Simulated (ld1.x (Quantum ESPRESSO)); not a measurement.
**nickel (Ni): PAW pseudisation with PBE, scalar-relativistic reference atom.**

The input file (ld1.x (Quantum ESPRESSO) 7.5):

```
&input
   title='Ni', zed=28., rel=1, dft='PBE', iswitch=3,
   config='[Ar] 3d8 4s2 4p0',
   nld=3, rlderiv=2.05, eminld=-7.0, emaxld=5.0, deld=0.02
 /
 &inputp
   pseudotype=3, lpaw=.true., tm=.true., lloc=-2, rcloc=1.60,
   nlcc=.true.,
   which_augfun='BESSEL', rmatch_augfun=0.95,
   file_pseudopw='Ni.UPF', file_wfcaegen='ae.wfc', file_wfcncgen='nc.wfc', file_beta='beta', file_chi='chi', file_wfcusgen='us.wfc'
 /
6
4S  1  0   2.00   0.00  1.60  1.90  0.0
4S  1  0   0.00   0.75  1.60  1.90  0.0
3P  2  1   6.00   0.00  1.10  1.10  0.0
4P  3  1   0.00   0.00  1.10  1.10  0.0
3D  3  2   8.00   0.00  1.45  1.55  0.0
3D  3  2   0.00   0.35  1.45  1.55  0.0
 &test
   configts(1)='3p6 3d8 4s2 4p0'
 /
```

Command:

```bash
ld1.x < Ni.in > Ni.out
```

Resulting log (shortened: banner, matrices, multipoles, cross overlaps and the repeated all-electron block are left out):

```
[... start of the log left out ...]
     s(1S/1S) =  1.000000  <r> =   0.0541  <r2> =    0.0039  r(max) =   0.0353
     s(2S/2S) =  1.000000  <r> =   0.2449  <r2> =    0.0708  r(max) =   0.2055
     s(2P/2P) =  1.000000  <r> =   0.2153  <r2> =    0.0569  r(max) =   0.1641
     s(3S/3S) =  1.000000  <r> =   0.7400  <r2> =    0.6327  r(max) =   0.6410
     s(3P/3P) =  1.000000  <r> =   0.7785  <r2> =    0.7159  r(max) =   0.6491
     s(3D/3D) =  1.000000  <r> =   1.0109  <r2> =    1.3884  r(max) =   0.6331
     s(4S/4S) =  1.000000  <r> =   2.8073  <r2> =    9.2343  r(max) =   2.2374
     s(4P/4P) =  1.000000  <r> =   4.3854  <r2> =   23.4935  r(max) =   3.1750

     ------------------------ End of All-electron run ------------------------

     --------------------- Generating PAW atomic setup --------------------

      Generating local potential from pseudized AE potential:
      Matching radius rcloc =   1.6000
      Enforcing V''(0)=0 (lloc=-2)

      Local pseudo, rcloc= 1.596 Estimated cut-off energy=    12.64 Ry

      Computing core charge for nlcc:

       r > 0.35 : true rho core
       r < 0.35 : rho core = a sin(br)/r    a=  59.50  b=   7.35

      Integrated core pseudo-charge :   5.76
      Wfc-us  4S rcutus= 1.902  Estimated cut-off energy=    11.67 Ry
      Wfc-us  4S rcutus= 1.902  Estimated cut-off energy=    13.25 Ry
      Wfc-us  3D rcutus= 1.557  Estimated cut-off energy=    48.20 Ry
      Wfc-us  3D rcutus= 1.557  Estimated cut-off energy=    72.70 Ry

 %%%%%%%%%%%%%%%%%%%%%%%%%%%%%%%%%%%%%%%%%%%%%%%%%%%%%%%%%%%%%%%%%%%%%%%%%%%%%%
     Error in routine invmat (3):
     error in DGETRF
 %%%%%%%%%%%%%%%%%%%%%%%%%%%%%%%%%%%%%%%%%%%%%%%%%%%%%%%%%%%%%%%%%%%%%%%%%%%%%%

     stopping ...
```

The run stopped because a PAW channel has rcut = rcutus, so it is not pseudised and its block of the matrix B = ⟨φ|χ⟩ is zero.

The run took about 0.13 s on one core of a shared server CPU.
